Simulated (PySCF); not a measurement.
C5H10NPSi.
Numbering: `[CH2:1]=[C:2]([C:3]#[N:4])[CH2:5][Si@@H:6]([CH3:7])[PH2:8]` (hydrogens: H9, H10 on C1; H11, H12 on C5; H13 on Si6; H14, H15, H16 on C7; H17, H18 on P8)

Cartesian coordinates in Å at the GFN2-xTB level; atoms count from 1:
```
atom  x, y, z in Å
C1     2.2466    0.1201    1.2325
C2     1.7484    0.4158    0.0309
C3     2.0516    1.6609   -0.5708
N4     2.2871    2.6628   -1.0766
C5     0.8111   -0.4537   -0.7339
Si6   -1.0009    0.0673   -0.3441
C7    -2.1967   -1.2080   -1.0910
P8    -1.1497   -0.0268    1.8988
H9     2.8914    0.8002    1.7630
H10    2.0255   -0.8203    1.7092
H11    0.9612   -1.4939   -0.4445
H12    0.9984   -0.3658   -1.8035
H13   -1.2399    1.3984   -0.9265
H14   -2.0792   -2.1786   -0.6173
H15   -3.2269   -0.8970   -0.9510
H16   -2.0302   -1.3327   -2.1557
H17   -0.6473    1.2432    2.1204
H18   -2.4593    0.4143    1.9483
```

The calculation used TDDFT wB97X-D/def2-SVPD, vertical, gas phase, core orbitals frozen in the response in PySCF 2.14.0, density-fitted response routines.

Transition dipole moments from the ground state, in atomic units and in the frame of the coordinates above (overall signs are arbitrary), for the states with f of 0.002 or more among the lowest 7:

```csv
state,E (eV),μx,μy,μz
S1,5.870,0.367,-0.395,0.811
S2,6.057,-0.498,0.143,-0.330
S3,6.630,-0.054,-0.129,0.113
S4,6.733,-0.111,-0.152,-0.124
S5,7.159,-0.254,-0.361,0.206
S6,7.188,0.431,0.228,-0.131
S7,7.247,-0.222,0.268,0.234
```

Q: What oscillator strength does each state have?

A: f = (2/3) ΔE |μ|² with ΔE in hartree (27.2114 eV).

```tsv
state	|μ|² (au)	|μ| (D)	f
S1	0.949	2.48	0.137
S2	0.378	1.56	0.056
S3	0.032	0.46	0.005
S4	0.051	0.57	0.008
S5	0.237	1.24	0.042
S6	0.255	1.28	0.045
S7	0.176	1.07	0.031
```

Q: Which bond between heavy atoms lies closest to the direction of the S1 transition dipole?

A: C1–C2, at 11° from it; next Si6–P8 at 35°.

Q: What angle do the transition dipoles of S2 and S7 make?

A: |cos θ| = |μa·μb| / (|μa| |μb|) = 0.28, so θ ≈ 74° (taken between 0 and 90°, since the signs are arbitrary).

Hardware: an Intel Xeon at 2.50 GHz with one thread (shared host). Cost: 3.8 min wall, 2.5 min CPU, 1.1 GiB resident at most.

One conformer stands for the species.
